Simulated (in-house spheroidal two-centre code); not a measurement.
Computed with a spheroidal two-centre code. Model: one electron and two fixed point charges, non-relativistic, separated in prolate spheroidal coordinates (energies exact to about nine digits).

With r1 and r2 the distances to the charges and R their separation, ξ = (r1 + r2)/R and η = (r1 − r2)/R; m is the angular momentum about the axis. The force apart is −d(total energy)/dR, and minima and barriers are those of the total energy. The separation constant A is the eigenvalue of −d/dη(1−η²)d/dη + m²/(1−η²) − p²η² − R(Z2−Z1)η, with p² = −E R²/2 and E the electronic energy.

Command:
```bash
python run_two.py task.json out
```
Settings:
```
Z1                     7
Z2                     7
xi_nodes               0
eta_nodes              3
m                      0
```

Run time, properties included: 0.8 s on 1 thread of Intel(R) Xeon(R) Processor @ 2.30GHz, with other jobs on the host.

**Energy curve, total energy includes the repulsion of the charges.**

Given: first charge 7; second charge 7; united atom label 4f sigma u; nodes in ξ 0; nodes in η 3.

Computed: united atom energy -6.125 hartree.

```json
{"distance (bohr)": "0.0766", "electronic energy (hartree)": "-6.13060388", "total energy (hartree)": "633.55608", "kinetic energy (hartree)": "6.1418", "force apart (hartree/bohr)": "8351.1"}
{"distance (bohr)": "0.103", "electronic energy (hartree)": "-6.13515201", "total energy (hartree)": "469.593003", "kinetic energy (hartree)": "6.1555", "force apart (hartree/bohr)": "4618.9"}
{"distance (bohr)": "0.137", "electronic energy (hartree)": "-6.14302136", "total energy (hartree)": "351.521212", "kinetic energy (hartree)": "6.1793", "force apart (hartree/bohr)": "2611"}
{"distance (bohr)": "0.184", "electronic energy (hartree)": "-6.15771449", "total energy (hartree)": "260.146633", "kinetic energy (hartree)": "6.2241", "force apart (hartree/bohr)": "1447.7"}
{"distance (bohr)": "0.247", "electronic energy (hartree)": "-6.18464861", "total energy (hartree)": "192.195918", "kinetic energy (hartree)": "6.3071", "force apart (hartree/bohr)": "803.66"}
{"distance (bohr)": "0.331", "electronic energy (hartree)": "-6.23450243", "total energy (hartree)": "141.801751", "kinetic energy (hartree)": "6.4647", "force apart (hartree/bohr)": "447.93"}
{"distance (bohr)": "0.443", "electronic energy (hartree)": "-6.32963622", "total energy (hartree)": "104.279845", "kinetic energy (hartree)": "6.7799", "force apart (hartree/bohr)": "250.7"}
{"distance (bohr)": "0.594", "electronic energy (hartree)": "-6.52546632", "total energy (hartree)": "75.9661162", "kinetic energy (hartree)": "7.4864", "force apart (hartree/bohr)": "140.49"}
{"distance (bohr)": "0.796", "electronic energy (hartree)": "-6.96811313", "total energy (hartree)": "54.5896758", "kinetic energy (hartree)": "9.2242", "force apart (hartree/bohr)": "80.168"}
{"distance (bohr)": "1.07", "electronic energy (hartree)": "-7.94106879", "total energy (hartree)": "37.8533237", "kinetic energy (hartree)": "12.105", "force apart (hartree/bohr)": "46.69"}
{"distance (bohr)": "1.43", "electronic energy (hartree)": "-9.06235844", "total energy (hartree)": "25.2033758", "kinetic energy (hartree)": "11.971", "force apart (hartree/bohr)": "25.996"}
{"distance (bohr)": "1.79", "electronic energy (hartree)": "-9.44255089", "total energy (hartree)": "17.9317508", "kinetic energy (hartree)": "9.9157", "force apart (hartree/bohr)": "15.557"}
{"distance (bohr)": "2.14", "electronic energy (hartree)": "-9.37797209", "total energy (hartree)": "13.5192242", "kinetic energy (hartree)": "8.2801", "force apart (hartree/bohr)": "10.187"}
{"distance (bohr)": "2.5", "electronic energy (hartree)": "-9.13505871", "total energy (hartree)": "10.4649413", "kinetic energy (hartree)": "7.1917", "force apart (hartree/bohr)": "7.0626"}
{"distance (bohr)": "2.86", "electronic energy (hartree)": "-8.84639376", "total energy (hartree)": "8.28647337", "kinetic energy (hartree)": "6.5526", "force apart (hartree/bohr)": "5.1885"}
{"distance (bohr)": "3.21", "electronic energy (hartree)": "-8.57583678", "total energy (hartree)": "6.68896073", "kinetic energy (hartree)": "6.2138", "force apart (hartree/bohr)": "4.0195"}
{"distance (bohr)": "3.57", "electronic energy (hartree)": "-8.32792101", "total energy (hartree)": "5.39756918", "kinetic energy (hartree)": "6.0437", "force apart (hartree/bohr)": "3.2048"}
{"distance (bohr)": "3.93", "electronic energy (hartree)": "-8.11503404", "total energy (hartree)": "4.35315934", "kinetic energy (hartree)": "5.9763", "force apart (hartree/bohr)": "2.6284"}
{"distance (bohr)": "4.29", "electronic energy (hartree)": "-7.93468841", "total energy (hartree)": "3.48722301", "kinetic energy (hartree)": "5.9612", "force apart (hartree/bohr)": "2.2024"}
{"distance (bohr)": "4.64", "electronic energy (hartree)": "-7.7860335", "total energy (hartree)": "2.77431133", "kinetic energy (hartree)": "5.9688", "force apart (hartree/bohr)": "1.8843"}
{"distance (bohr)": "5", "electronic energy (hartree)": "-7.65573702", "total energy (hartree)": "2.14426298", "kinetic energy (hartree)": "5.9845", "force apart (hartree/bohr)": "1.6258"}
{"distance (bohr)": "5.36", "electronic energy (hartree)": "-7.54406294", "total energy (hartree)": "1.5977281", "kinetic energy (hartree)": "6.0014", "force apart (hartree/bohr)": "1.4178"}
{"distance (bohr)": "5.71", "electronic energy (hartree)": "-7.44997766", "total energy (hartree)": "1.13145842", "kinetic energy (hartree)": "6.0165", "force apart (hartree/bohr)": "1.2518"}
{"distance (bohr)": "6.07", "electronic energy (hartree)": "-7.36536801", "total energy (hartree)": "0.707119634", "kinetic energy (hartree)": "6.0299", "force apart (hartree/bohr)": "1.1099"}
{"distance (bohr)": "6.43", "electronic energy (hartree)": "-7.29092063", "total energy (hartree)": "0.329608145", "kinetic energy (hartree)": "6.0411", "force apart (hartree/bohr)": "0.99078"}
{"distance (bohr)": "6.79", "electronic energy (hartree)": "-7.22491473", "total energy (hartree)": "-0.00841988499", "kinetic energy (hartree)": "6.0506", "force apart (hartree/bohr)": "0.88986"}
{"distance (bohr)": "7.14", "electronic energy (hartree)": "?", "total energy (hartree)": "?", "kinetic energy (hartree)": "?", "force apart (hartree/bohr)": "?"}
{"distance (bohr)": "7.5", "electronic energy (hartree)": "?", "total energy (hartree)": "?", "kinetic energy (hartree)": "?", "force apart (hartree/bohr)": "?"}
{"distance (bohr)": "7.86", "electronic energy (hartree)": "-7.06653806", "total energy (hartree)": "-0.832441363", "kinetic energy (hartree)": "6.0708", "force apart (hartree/bohr)": "0.66646"}
{"distance (bohr)": "8.21", "electronic energy (hartree)": "-7.02419638", "total energy (hartree)": "-1.05586508", "kinetic energy (hartree)": "6.0757", "force apart (hartree/bohr)": "0.61143"}
{"distance (bohr)": "8.57", "electronic energy (hartree)": "-6.98444535", "total energy (hartree)": "-1.26682575", "kinetic energy (hartree)": "6.08", "force apart (hartree/bohr)": "0.56163"}
{"distance (bohr)": "10.1", "electronic energy (hartree)": "-6.84852634", "total energy (hartree)": "-1.99704119", "kinetic energy (hartree)": "6.0932", "force apart (hartree/bohr)": "0.40556"}
{"distance (bohr)": "11.9", "electronic energy (hartree)": "-6.7350375", "total energy (hartree)": "-2.61739044", "kinetic energy (hartree)": "6.1025", "force apart (hartree/bohr)": "0.29286"}
{"distance (bohr)": "14", "electronic energy (hartree)": "-6.6406737", "total energy (hartree)": "-3.1406737", "kinetic energy (hartree)": "6.1089", "force apart (hartree/bohr)": "0.21202"}
{"distance (bohr)": "16.4", "electronic energy (hartree)": "-6.56320635", "total energy (hartree)": "-3.57540147", "kinetic energy (hartree)": "6.1134", "force apart (hartree/bohr)": "0.15475"}
{"distance (bohr)": "19.3", "electronic energy (hartree)": "-6.49588211", "total energy (hartree)": "-3.95702201", "kinetic energy (hartree)": "6.1167", "force apart (hartree/bohr)": "0.1119"}
{"distance (bohr)": "22.7", "electronic energy (hartree)": "-6.43927284", "total energy (hartree)": "-4.28068253", "kinetic energy (hartree)": "6.119", "force apart (hartree/bohr)": "0.080984"}
{"distance (bohr)": "26.7", "electronic energy (hartree)": "-6.39142943", "total energy (hartree)": "-4.55622344", "kinetic energy (hartree)": "6.1207", "force apart (hartree/bohr)": "0.058594"}
{"distance (bohr)": "31.4", "electronic energy (hartree)": "-6.35100235", "total energy (hartree)": "-4.7904928", "kinetic energy (hartree)": "6.1219", "force apart (hartree/bohr)": "0.042401"}
```

**Question.** What belongs in the row 7.14?

**Answer.** electronic energy (hartree): -7.16754326; total energy (hartree): -0.304798163; kinetic energy (hartree): 6.0583; force apart (hartree/bohr): 0.80581.

**Question.** What belongs in the row 7.5?

**Answer.** electronic energy (hartree): -7.11446644; total energy (hartree): -0.581133105; kinetic energy (hartree): 6.0651; force apart (hartree/bohr): 0.73119.

**Where the electron sits, z along the axis from the midpoint, the separation constant A tends to l(l+1) at zero distance; at short distance the term in R(Z2−Z1)η can raise or lower it, and at long distance it falls (p² = -ER²/2).**

```
distance (bohr)  mean z squared (bohr²)  mean squared distance from axis (bohr²)  separation constant
          0.103                 0.93474                                  0.89426               11.983
          0.184                 0.92585                                  0.88608               11.947
          0.331                  0.8962                                  0.85858               11.826
          0.594                  0.7921                                   0.7594               11.416
           1.07                       ?                                        ?                    ?
           1.79                 0.49221                                  0.31464               4.7467
            2.5                 0.84571                                  0.34089              -1.6842
           3.21                       ?                                        ?                    ?
           3.93                  2.4143                                   0.3847              -20.793
           4.64                   3.627                                  0.39191              -34.424
           5.36                  5.1261                                  0.39549              -51.369
           6.07                  6.8597                                   0.3976              -71.196
           6.79                   8.874                                   0.3991              -94.468
            7.5                  11.113                                  0.40021              -120.54
           8.21                  13.602                                  0.40107               -149.7
           10.1                  21.455                                  0.40267               -242.4
             14                  43.293                                  0.40442              -502.88
           19.3                  85.154                                  0.40554              -1006.2
           26.7                  167.09                                  0.40632              -1996.9
```

**Question.** What belongs in the row 1.07?

**Answer.** mean z squared (bohr²): 0.48033; mean squared distance from axis (bohr²): 0.43525; separation constant: 9.7381.

**Question.** What belongs in the row 3.21?

**Answer.** mean z squared (bohr²): 1.4748; mean squared distance from axis (bohr²): 0.3688; separation constant: -9.9198.
